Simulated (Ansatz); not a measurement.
A series at Ta: from `[O]=[Ta]([Cl])([Cl])[Cl]`, ligands are replaced one by one, each step taking up H₂O and setting free HCl; n counts the steps. Ansatz, PBE0-D4/def2-TZVP geometries. Each molecule was computed in one conformer, which needn't be the lowest.

```json
{"n": "0", "molecule": "`[O]=[Ta]([Cl])([Cl])[Cl]`", "HOMO energy, ωB97M-V/def2-TZVPP (eV)": "-12.01"}
{"n": "1", "molecule": "`[O]=[Ta]([OH])([Cl])[Cl]`", "HOMO energy, ωB97M-V/def2-TZVPP (eV)": "-11.70"}
{"n": "2", "molecule": "`[O]=[Ta]([OH])([OH])[Cl]`", "HOMO energy, ωB97M-V/def2-TZVPP (eV)": "?"}
{"n": "3", "molecule": "`[O]=[Ta]([OH])([OH])[OH]`", "HOMO energy, ωB97M-V/def2-TZVPP (eV)": "-10.94"}
```

Question: By hand: fit a straight line y = ȳ + b (n − n̄) to the 3 given rows and predict n = 2.

Answer: n̄ = 1.333, ȳ = -11.550; Σ(n − n̄)(y − ȳ) = 1.680, Σ(n − n̄)² = 4.667, so b = 0.360 eV a step. Prediction: -11.550 + (0.360) × (0.667) = -11.31 eV.

Question: By hand: compare with the computed value, -11.37 eV, and give the steps along the whole series.

Answer: The line misses by -0.06 eV (computed minus predicted). Steps: 0.31, 0.33, 0.43 eV.

The steps grow at each stage, from 0.31 to 0.43 eV, so the series is curved. The highest orbital can change its character along such a series. The miss is 5.6 % of the series' range.
